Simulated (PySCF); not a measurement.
Compound: C4H10NOSi (doublet state).
Z-matrix (Å and degrees, GFN2-xTB geometry), rows numbered from 1:
```
C 
C   1  1.5256
C   2  1.4832  1  115.19
Si  3  1.8650  2   86.97  1  -117.06
C   4  1.8950  3  119.55  2   113.02
N   4  1.7202  3  123.37  2  -107.07
O   2  1.4314  1  111.56  3  -111.93
H   1  1.0870  2  109.89  3   -67.76
H   1  1.0865  2  109.68  3   171.82
H   1  1.0870  2  109.33  3    52.49
H   2  1.1000  1  108.97  3   128.75
H   3  1.0738  2  125.25  1    53.45
H   5  1.0838  4  110.34  3    82.86
H   5  1.0839  4  112.36  3   -37.76
H   5  1.0838  4  109.95  3  -158.25
H   6  1.0065  4  120.05  3    42.07
H   6  1.0044  4  119.84  3  -102.65
```

The hyperfine couplings belong to this conformer and change with its torsions.

Identity: `C[C@@H]1[CH][Si@@](C)(N)O1` [radical].

Computed with UKS B3LYP, pcH-1 on C H N O Si, non-relativistic, mean-field spin-orbit, GIAO in PySCF. The structure is a single GFN2-xTB conformer in the gas phase; no vibrational or solvent corrections. The geometry wasn't refined by DFT: couplings that depend on bond lengths, twists or pyramidal angles can differ widely from those at the functional's own minimum. No stability test was run, so a lower SCF solution isn't excluded.

Task: Where do the isotropic ENDOR lines of N6, H11, H12, H13/H14/H15, H8/H9/H10, H16 and H17 fall at 3357.3 mT, to first order?

Result: For S = 1/2 in fast tumbling each set of equivalent nuclei gives two lines, ν± = |νn ± a/2| to first order, with νn = g_N μN B/h and μN/h = 7.62259 MHz/T.

```csv
nuclei,isotope,g_N,νn (MHz),a_iso (MHz),lower line (MHz),upper line (MHz)
N6,14N,0.4038,10.33,2.90,8.88,11.78
H11,1H,5.5857,142.95,94.42,95.73,190.16
H12,1H,5.5857,142.95,-56.79,114.55,171.34
H13/H14/H15,1H,5.5857,142.95,2.45,141.72,144.17
H8/H9/H10,1H,5.5857,142.95,1.90,141.99,143.90
H16,1H,5.5857,142.95,-1.20,142.35,143.54
H17,1H,5.5857,142.95,-0.60,142.65,143.24
```

Task: Which pairs are centred on the nuclear Larmor frequency, and which on half the coupling?

Result: Centred on νn, since |a| < 2νn: N6, H11, H12, H13/H14/H15, H8/H9/H10, H16 and H17. No pair has |a| > 2νn.

Task: At what field would the lower line of H12 fall to zero frequency?

Result: Where νn = |a|/2, that is B = 28.40 MHz/(5.5857 × 7.62259 MHz/T) = 667 mT, as far as first order holds there.

Nuclei that the bonding pattern makes equivalent are averaged, as if the motion that swaps them (rotation, inversion, ring flip) were fast. H16 and H17 aren't averaged: N6 is flat or nearly so (angle sum 351°), and its turn about the short N6–Si4 bond (1.72 Å) is taken as slow. The three 1H nuclei of mean +1.9 MHz run from -2.9 to 11.0 MHz in the frozen geometry. The three 1H nuclei of mean +2.5 MHz run from -0.5 to 6.6 MHz in the frozen geometry.
